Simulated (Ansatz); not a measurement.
Reaction (ligand exchange at a Ge–O bond): `[SiH3][O][GeH3]` + `[SiH3]N[SiH3]` → `[SiH3][N]([SiH3])[GeH3]` + `O[SiH3]`

Program: Ansatz. Geometries: PBE0-D4/def2-TZVP. ΔE: electronic, gas phase. CCSD(T)/CBS is the MP2 limit (def2-TZVPP, def2-QZVPP) plus CCSD(T) − MP2 in def2-TZVPP, frozen cores. This one scheme is used for every species. DFT in def2-TZVPP. HSE06 is defined as in plane-wave codes. For Ge outer-core shells are correlated without core-valence functions, which leaves a few kJ/mol of doubt a bond. Scalar relativity is left out up to krypton.

`[SiH3][O][GeH3]`:

Z-matrix (Å, degrees):
```
Si
O 1 1.633
H 1 1.484 2 108.2
H 1 1.490 2 111.0 3 120.0
H 1 1.490 2 111.0 3 -120.0
Ge 2 1.776 1 134.7 3 179.5
H 6 1.532 2 105.5 1 -179.4
H 6 1.538 2 108.4 1 60.7
H 6 1.538 2 108.4 1 -59.6
```

`[SiH3]N[SiH3]`:

Z-matrix (Å, degrees):
```
Si
N 1 1.726
H 1 1.490 2 112.6
H 1 1.484 2 107.4 3 119.9
H 1 1.489 2 110.9 3 -120.0
Si 2 1.726 1 128.9 3 -109.8
H 2 1.011 1 115.5 3 66.2
H 6 1.490 2 112.6 1 109.8
H 6 1.484 2 107.4 1 -10.1
H 6 1.488 2 110.9 1 -130.1
```

`[SiH3][N]([SiH3])[GeH3]`:

```xyz
13

Si    1.317    0.596   -1.014
N     0.074    0.016    0.037
Si   -0.078    0.467    1.698
Ge   -1.244   -1.075   -0.688
H     0.807    1.601   -1.989
H     2.382    1.225   -0.192
H     1.892   -0.530   -1.802
H    -0.978    1.638    1.893
H    -0.665   -0.676    2.452
H     1.258    0.802    2.253
H    -1.205   -0.881   -2.212
H    -2.602   -0.642   -0.113
H    -0.958   -2.541   -0.322
```

`O[SiH3]`:

Z-matrix (Å, degrees):
```
Si
O 1 1.648
H 1 1.489 2 111.7
H 1 1.489 2 111.7 3 120.9
H 1 1.481 2 105.9 3 -119.6
H 2 0.957 1 117.9 3 -60.5
```

**Question.** Is it downhill or uphill in electronic energy at CCSD(T)/CBS, and by how much? (An estimate is asked.)

**Answer.** Ansatz gave: Uphill: ΔE = +19.8 kJ/mol.

**Question.** What do these levels give: HSE06-D4, B2PLYP, CAM-B3LYP, RPA@PBE/def2-TZVPP, HF/def2-SVP, HF/CBS(def2)? (Best estimate.)

**Answer.** Ansatz gave: HSE06-D4 20.7, B2PLYP 29.6, CAM-B3LYP 34.7, RPA@PBE/def2-TZVPP 20.9, HF/def2-SVP 42.9, HF/CBS(def2) 44.1 kJ/mol.

Largest T1 diagnostic among the species: 0.012.

At CCSD(T), def2-SVP lies +6.8 kJ/mol from the extrapolated value and def2-TZVPP +0.9 kJ/mol. The D4 term adds −8.6 kJ/mol with B3LYP and −4.7 kJ/mol with PBE0; it sums over pairs of atoms, weighted by their polarisabilities, and B3LYP, whose exchange is more repulsive, gets the larger term. In def2-TZVPP, CCSD(T) changes the Hartree–Fock value by −21.9 kJ/mol (the triples alone add −3.0 kJ/mol) and MP2 by −24.3 kJ/mol.

B3LYP here is the variant with VWN-RPA as its local correlation; programs differ in this.
